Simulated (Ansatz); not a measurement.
`[NH2][Al]1[O][GaH]1`, 7 atoms. Charge 0, multiplicity 1. Correlated methods include outer-core shells of Ga, which these sets cover unevenly. Scalar relativity is left out up to krypton. Hardware: A = 2 threads of an AMD EPYC 7R13 on a shared host and a share of an NVIDIA H100 80 GB; B = 2 threads of an AMD EPYC 7R13 on a shared host. Correlated methods freeze the cores. Open-shell runs search over several starts.

Task: How many basis functions does each run have, and how long does it take in Ansatz? UKS PBE-D4/def2-TZVPP energy of the cation [B]; RKS PBE0-D4/def2-TZVP frequencies [B]; UHF-CCSD(T)/def2-TZVPP energy of the cation [A]; RKS PBE-QIDH (frozen core)/def2-TZVPP energy [B]; UKS PBE0-D4/def2-TZVPP energy of the cation [B]; UKS B3LYP-D4/def2-TZVPP energy of the cation [B]; RHF-CCSD(T)/def2-TZVPP energy [A]; RHF-CCSD(T)/def2-SVP energy [B]; UKS ωB97M-V/def2-TZVPP energy of the cation [B]; RKS ωB97M-V/def2-SVP energy [B]; UKS r2SCAN-D4/def2-TZVPP energy of the cation [B]; UKS B2PLYP (frozen core)/def2-TZVPP energy of the cation [B]. (An estimate is asked.)

Result: The calculation gave: Other jobs shared the machine, so times are rough.

```json
{"level": "RHF-CCSD(T)/def2-TZVPP", "job": "energy [A]", "functions": "194", "wall time": "2.6 s", "peak host memory (GiB)": "0.82"}
{"level": "UHF-CCSD(T)/def2-TZVPP", "job": "energy of the cation [A]", "functions": "194", "wall time": "4.7 s", "peak host memory (GiB)": "0.85"}
{"level": "RHF-CCSD(T)/def2-SVP", "job": "energy [B]", "functions": "93", "wall time": "4.8 s", "peak host memory (GiB)": "0.62"}
{"level": "RKS PBE-QIDH (frozen core)/def2-TZVPP", "job": "energy [B]", "functions": "194", "wall time": "6 s", "peak host memory (GiB)": "0.62"}
{"level": "RKS ωB97M-V/def2-SVP", "job": "energy [B]", "functions": "93", "wall time": "6 s", "peak host memory (GiB)": "0.62"}
{"level": "UKS B3LYP-D4/def2-TZVPP", "job": "energy of the cation [B]", "functions": "194", "wall time": "6.5 s", "peak host memory (GiB)": "0.65"}
{"level": "UKS PBE-D4/def2-TZVPP", "job": "energy of the cation [B]", "functions": "194", "wall time": "7 s", "peak host memory (GiB)": "0.62"}
{"level": "UKS PBE0-D4/def2-TZVPP", "job": "energy of the cation [B]", "functions": "194", "wall time": "7 s", "peak host memory (GiB)": "0.65"}
{"level": "UKS r2SCAN-D4/def2-TZVPP", "job": "energy of the cation [B]", "functions": "194", "wall time": "10 s", "peak host memory (GiB)": "0.62"}
{"level": "UKS B2PLYP (frozen core)/def2-TZVPP", "job": "energy of the cation [B]", "functions": "194", "wall time": "14 s", "peak host memory (GiB)": "0.78"}
{"level": "UKS ωB97M-V/def2-TZVPP", "job": "energy of the cation [B]", "functions": "194", "wall time": "16 s", "peak host memory (GiB)": "0.9"}
{"level": "RKS PBE0-D4/def2-TZVP", "job": "frequencies [B]", "functions": "165", "wall time": "100 s", "peak host memory (GiB)": "0.62"}
```

B3LYP here is the variant with VWN-RPA as its local correlation; programs differ in this.
